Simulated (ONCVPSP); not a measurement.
**Varying the ONCV potential for mercury (Hg)**

Base potential:

Hg (Z = 80), optimised norm-conserving Vanderbilt (ONCV), made with ONCVPSP 4.0.1 (PW91, fully relativistic). Core [Kr] 4d10 4f14, reference 5s2 5p6 5d10 6s2. Waves: 5s+6s: rc 1.75 bohr, ncon 4, nbas 8, qcut 5.6 1/bohr, 2 projectors; 5p: rc 1.50 bohr, ncon 4, nbas 8, qcut 11.1 1/bohr, 2 projectors, debl 2.2 Ha; 5d: rc 2.10 bohr, ncon 3, nbas 8, qcut 7.8 1/bohr, 2 projectors, debl 2.1 Ha; f scattering state at 0.06 Ha: rc 2.05 bohr, ncon 4, nbas 7, qcut 5.3 1/bohr, 2 projectors, debl 2.4 Ha. Local part: polynomial inside 1.35 bohr (lpopt 5, dvloc0 0 Ha). Core correction: none.

Open shells are filled in proportion to 2j + 1.

In the p channel the program set the typed energies aside and used -2.266, 0.250 Ha (j = l + 1/2; the other j can differ).

Cutoffs, loose and tight: the cutoffs (Ha) at which the residual kinetic energy of the hardest occupied pseudo-wave falls to 1 and 0.1 mHa per electron. They do not see the model core or the augmentation charge, which bear on the density cutoff. Test errors are all-electron minus pseudo excitation energies from the reference, over the configurations 5s2 5p6 5d10 6s1; 5s2 5p6 5d10 6s0; 5s2 5p6 5d9 6s0; 5s2 5p6 5d9 6s2. A dash means not determined; rows that change the core or the reference have their own tests.

A true bound ghost makes a file unfit for plane-wave use even where its test errors are small: the radial tests pick states by their node count and pass the ghost by.

| change | outcome | cutoff, loose | cutoff, tight | bound ghosts | GHOST(+) flags above zero | largest test error (meV) |
| --- | --- | --- | --- | --- | --- | --- |
| base | generated, projector energies reset by the program | 36 Ha | 44 Ha | none | f7/2, p1/2, f5/2 | -8.7 |
| all radii scaled by about 0.79 (s 1.38, p 1.18, d 1.66, f 1.62 bohr); local potential polynomial inside 1.06 bohr (lpopt 5, dvloc0 0 Ha) | generated, projector energies reset by the program | 79 Ha | 97 Ha | none | s, f7/2 | -3.3 |
| all radii scaled by about 0.92 (s 1.60, p 1.38, d 1.92, f 1.88 bohr); local potential polynomial inside 1.24 bohr (lpopt 5, dvloc0 0 Ha) | generated, projector energies reset by the program | 41 Ha | 67 Ha | f5/2 | s, f7/2, d3/2 | -6.9 |
| all radii scaled by about 0.96 (s 1.68, p 1.44, d 2.02, f 1.96 bohr); local potential polynomial inside 1.30 bohr (lpopt 5, dvloc0 0 Ha) | generated, projector energies reset by the program | 38 Ha | 47 Ha | none | s, d5/2, f5/2 | -8.0 |
| all radii scaled by about 1.19 (s 2.10, p 1.80, d 2.50, f 2.44 bohr); local potential polynomial inside 1.62 bohr (lpopt 5, dvloc0 0 Ha) | generated, projector energies reset by the program | 35 Ha | 42 Ha | f7/2 | f5/2 | +19 |
| all radii scaled by about 1.26 (s 2.20, p 1.88, d 2.64, f 2.58 bohr); local potential polynomial inside 1.70 bohr (lpopt 5, dvloc0 0 Ha) | generated, projector energies reset by the program | 24 Ha | 31 Ha | none | none | +28 |
| all radii scaled by about 1.31 (s 2.30, p 1.96, d 2.74, f 2.68 bohr); local potential polynomial inside 1.76 bohr (lpopt 5, dvloc0 0 Ha) | generated, projector energies reset by the program | 34 Ha | 40 Ha | p1/2 | none | +36 |

Q: What comes out with this change to the base: all radii scaled by about 1.09 (s 1.90, p 1.64, d 2.28, f 2.22 bohr); local potential polynomial inside 1.46 bohr (lpopt 5, dvloc0 0 Ha)?

A: outcome: generated, projector energies reset by the program; cutoff, loose: 33 Ha; cutoff, tight: 41 Ha; bound ghosts: none; GHOST(+) flags above zero: f5/2; largest test error (meV): -9.4.

Q: What comes out with this change to the base: all radii scaled by about 0.84 (s 1.46, p 1.26, d 1.76, f 1.72 bohr); local potential polynomial inside 1.14 bohr (lpopt 5, dvloc0 0 Ha)?

A: outcome: generated, projector energies reset by the program; cutoff, loose: 45 Ha; cutoff, tight: 87 Ha; bound ghosts: none; GHOST(+) flags above zero: s, f7/2, f5/2; largest test error (meV): -4.4.

Q: What comes out with this change to the base: all radii scaled by about 1.12 (s 1.98, p 1.68, d 2.36, f 2.30 bohr); local potential polynomial inside 1.52 bohr (lpopt 5, dvloc0 0 Ha)?

A: outcome: generated, projector energies reset by the program; cutoff, loose: 34 Ha; cutoff, tight: 41 Ha; bound ghosts: none; GHOST(+) flags above zero: d5/2, f5/2; largest test error (meV): +11.

Reading the sweep of the scale of all radii (base = 1) (base included, trends over the rows without a ghost): The loose cutoff falls from 79 Ha at 0.79 to 24 Ha at 1.26. A larger radius leaves more room for a smooth pseudo-wave, so fewer plane waves are needed; a smaller one forces it to follow the all-electron wave where it bends sharply. The median size of the test errors (rows with all tests solved) rises from 2.1 meV at 0.79 to 11.4 meV at 1.26, with one reversal. More of the atom is replaced by a form fitted at one configuration, so other configurations suffer as the radius grows. Bound ghosts are found at 0.92, 1.19, 1.31.
